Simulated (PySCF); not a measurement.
Energy of Xe (xenon, neutral) between two integer charges

The 5p beta orbital of [Xe] is emptied in steps (occupation f), with all orbitals relaxed, ending at [Kr] 4d10 5s2 5p5. Computed with PySCF 2.14 in def2-TZVP with the def2 core potential (28 electrons) (6s5p3d2f, 50 functions), with scalar relativity through the core potential. The exact energy is a straight line in f; departures are measured from the line between the end points of the same method.

Problem. Among UHF, LDA, PBE, PBE0, r2SCAN, LC-wPBE, BHandHLYP, wB97X, r2SCAN0, CAM-B3LYP, which shows the largest delocalisation error (convex curve), and which is closest to linear?

Solution. Most convex: LDA (-1.073 eV at f = 0.5); closest to linear: LC-wPBE (-0.040 eV).

| f | UHF (eV) | LDA (eV) | PBE (eV) | PBE0 (eV) | r2SCAN (eV) | LC-wPBE (eV) | BHandHLYP (eV) | wB97X (eV) | r2SCAN0 (eV) | CAM-B3LYP (eV) |
| --- | --- | --- | --- | --- | --- | --- | --- | --- | --- | --- |
| 1 | 0.000 | 0.000 | 0.000 | 0.000 | 0.000 | 0.000 | 0.000 | 0.000 | 0.000 | 0.000 |
| 0.75 | 0.172 | -0.801 | -0.774 | -0.542 | -0.716 | -0.030 | -0.326 | -0.104 | -0.501 | -0.306 |
| 0.5 | 0.222 | -1.073 | -1.033 | -0.722 | -0.943 | -0.040 | -0.438 | -0.152 | -0.660 | -0.411 |
| 0.25 | 0.162 | -0.808 | -0.775 | -0.541 | -0.701 | -0.028 | -0.332 | -0.127 | -0.490 | -0.311 |
| 0 | 0.000 | 0.000 | 0.000 | 0.000 | 0.000 | 0.000 | 0.000 | 0.000 | 0.000 | 0.000 |

```
   method  E(f=0) − E(f=1) (eV)  −ε at f=1 (eV)  −ε at f=0.5 (eV)
      UHF                11.466          12.410            11.439
      LDA                12.611           8.364            12.592
      PBE                12.325           8.210            12.321
     PBE0                12.392           9.504            12.394
   r2SCAN                12.425           8.575            12.468
  LC-wPBE                12.401          12.237            12.406
BHandHLYP                12.331          10.609            12.314
    wB97X                12.328          11.808            12.269
  r2SCAN0                12.444           9.741            12.479
CAM-B3LYP                12.438          10.820            12.424
```

Reference removal energy between the ground levels: 12.130 eV (measured; NIST Atomic Spectra Database, ionization energies). The calculation has no spin-orbit coupling. UHF lacks correlation.
